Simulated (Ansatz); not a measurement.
A run on C$_{3}$H$_{5}$B (`CB1C=C1`) with other settings.

```yaml
crystal:
  periodic: [false, false, false]
  atoms:
    - {symbol: C, position_ang: [0.385914, 1.191634, -0.773533]}
    - {symbol: B, position_ang: [0.006984, -0.062633, 0.056909]}
    - {symbol: C, position_ang: [0.180215, -1.468050, 0.463893]}
    - {symbol: C, position_ang: [-0.841485, -0.789427, 1.017701]}
    - {symbol: H, position_ang: [-0.183578, 1.173975, -1.709848]}
    - {symbol: H, position_ang: [0.127472, 2.123856, -0.266936]}
    - {symbol: H, position_ang: [1.442851, 1.216126, -1.045989]}
    - {symbol: H, position_ang: [0.607392, -2.461377, 0.511940]}
    - {symbol: H, position_ang: [-1.637264, -0.970403, 1.728662]}
basis:
  gaussian: {orbitals: def2-TZVPD}
hamiltonian: {xc: {name: CAM-B3LYP}, dispersion: d3bj}
output: {forces: true}
```

```sh
$ ansatz run in.yaml --threads 2 --pin off --events-out ev --progress --plain --max-ram 4352MiB
```

It prints (some lines left out):

```
Functional definition: CAM-B3LYP
942 factors; their error is unknown
439 factors; integrals over basis functions are off by at most 9.9e-6 eV
mean field evaluation 1: about -3859.5742 eV, gradient 5.5e1 eV
mean field evaluation 2: about -3861.7535 eV, gradient 4.4e1 eV
mean field evaluation 4: about -3866.4362 eV, gradient 6.0e-1 eV
mean field evaluation 8: about -3866.4149 eV, gradient 5.3e-1 eV
mean field evaluation 16: about -3866.4153 eV, gradient 2.6e-5 eV
mean field -3866.41534504 eV, -142.0881431798 hartree, gradient 2.6e-5 eV, S^2 0.000000; 0 other end points of the search recorded, 0 dependent functions left out
reference -3866.41548101 eV, -142.0881481764 hartree; 14, 14 occupied and 179, 179 virtual orbitals, 942 factors
Total energy: -3866.52206680 eV, -142.0920651320 hartree
Atom 0 at     0.385914     1.191634    -0.773533 Å, force    -0.006411     0.027106    -0.039103 eV/Å
Atom 1 at     0.006984    -0.062633     0.056909 Å, force    -0.071278    -0.225747     0.147145 eV/Å
Atom 2 at     0.180215    -1.468050     0.463893 Å, force    -0.147026     0.189286     0.046187 eV/Å
Atom 3 at    -0.841485    -0.789427     1.017701 Å, force     0.197045    -0.037953    -0.140342 eV/Å
Atom 4 at    -0.183578     1.173975    -1.709848 Å, force     0.037148     0.006119     0.053363 eV/Å
Atom 5 at     0.127472     2.123856    -0.266936 Å, force     0.022881    -0.054353    -0.028405 eV/Å
Atom 6 at     1.442851     1.216126    -1.045989 Å, force    -0.061548     0.003136     0.021486 eV/Å
Atom 7 at     0.607392    -2.461377     0.511940 Å, force    -0.049317     0.088905     0.004335 eV/Å
Atom 8 at    -1.637264    -0.970403     1.728662 Å, force     0.078505     0.003500    -0.064665 eV/Å
Dipole moment:    -0.035315    -0.090091     0.048413 e Å
```

Run time 3.6 s (2 threads of an Intel Xeon Platinum 8375C on a shared host); peak host memory 0.46 GiB.
